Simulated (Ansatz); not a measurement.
# Molecular dynamics of HSTe, charge -1

input.yaml

```yaml
crystal:
  periodic: [false, false, false]
  atoms:
    - { symbol: S, position_ang: [1.548232, 0.346875, 0.888641] }
    - { symbol: Te, position_ang: [-0.563627, 0.633542, -0.239249] }
    - { symbol: H, position_ang: [-0.984605, -0.980417, -0.649392] }
total_charge: -1
basis:
  gaussian: { orbitals: def2-SVPD }
hamiltonian:
  xc: pbe
  dispersion: d4
md:
  timestep: 2.5
  n_steps: 40
  ensemble: nvt_langevin
  temperature: 1000.0
  initial_velocities: maxwell_boltzmann
  seed: 905380
  friction: 0.005
scf:
  lower_state_search: "off"
```

Launched with:

```bash
$ ansatz run input.yaml --threads 1 --pin off --max-ram 2048MiB --backend cpu --events-out ev --progress --plain --runs-dir out
```

It starts from a relaxed structure.

Output, in part (step lines, the closing report, with atoms numbered from 0):

```
md step     0: t =     0.00 fs  T =   666.7 K  F+E_penalty+E_count = -18138.37473847 eV  E_kin = 0.258520 eV  (15 SCF iters)
[... lines left out ...]
Total energy: -18138.25008136 eV, -666.5683959425 hartree
Atom 0 at     1.511121     0.509721     1.095437 Å, force    -0.091547     0.199630    -0.100900 eV/Å
Atom 1 at    -0.634400     0.789709    -0.049060 Å, force     0.783139     1.354778     0.013571 eV/Å
Atom 2 at    -1.057396    -0.743257     0.165875 Å, force    -0.691592    -1.554408     0.087329 eV/Å
Dipole moment:    -0.958243     0.094567    -0.502704 e Å
```

The steps, from the saved trajectory:

```tsv
time (fs)	T (K)	potential energy less start (eV)
0.0	667	0.000
2.5	631	0.029
5.0	508	0.059
7.5	495	0.054
10.0	374	0.050
12.5	344	0.080
15.0	269	0.082
17.5	247	0.079
20.0	190	0.086
22.5	264	0.078
25.0	314	0.066
27.5	340	0.069
30.0	309	0.069
32.5	355	0.056
35.0	432	0.049
37.5	529	0.050
40.0	569	0.032
42.5	578	0.021
45.0	443	0.035
47.5	419	0.032
50.0	469	0.018
52.5	439	0.031
55.0	319	0.046
57.5	441	0.034
60.0	452	0.031
62.5	270	0.067
65.0	194	0.078
67.5	283	0.067
70.0	202	0.097
72.5	163	0.118
75.0	218	0.088
77.5	405	0.043
80.0	381	0.070
82.5	399	0.069
85.0	625	0.010
87.5	620	0.056
90.0	558	0.133
92.5	582	0.126
95.0	721	0.052
97.5	598	0.072
100.0	427	0.125
```

All steps were run. The mean temperature of the second half is 58 % below the set value. A step of 2.5 fs is long for free X–H stretches (periods near 10 fs) and can bias their spread and the temperature. A run of 0.1 ps of so small a system gives no equilibrium averages. Limits of this set-up: the dipole of an ion depends on the origin.

The same pairs are bonded in the first frame and the last. Pairs count as bonded within 1.25 times the sum of covalent radii (0.12 Å more for H–H).

Last frame:

```xyz
3
Properties=species:S:1:pos:R:3
S 1.511 0.510 1.095
Te -0.634 0.790 -0.049
H -1.057 -0.743 0.166
```

The run took 45 s on 1 thread of Intel(R) Xeon(R) Platinum 8259CL CPU @ 2.50GHz (Skylake/Cascade Lake), on a shared host, peak memory 0.11 GiB.
